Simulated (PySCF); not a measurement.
Computed IR spectrum (relative IR intensity) of a molecule C3H3Cl2F. The structure is a stationary point at PBE-D3(BJ)/def2-SVP. One conformer was computed; it need not be the lowest. All values below come from PBE-D3(BJ)/def2-SVP in PySCF. Frequencies are harmonic and unscaled.

Lines under 2 % of the strongest are left out, and lines within 2 cm⁻¹ are merged.

```tsv
ν (cm⁻¹)	relative intensity
425	2.1
554	7.5
823	31
1020	51
1106	100
1183	59
1395	8.8
1685	32
2972	11
3047	3.4
```

**Question.** Which structure fits?
A) F[C@@H]1CC1(Cl)Cl
B) CC(F)=C(Cl)Cl
C) C/C(Cl)=C(\F)Cl

**Answer.** C, C/C(Cl)=C(\F)Cl
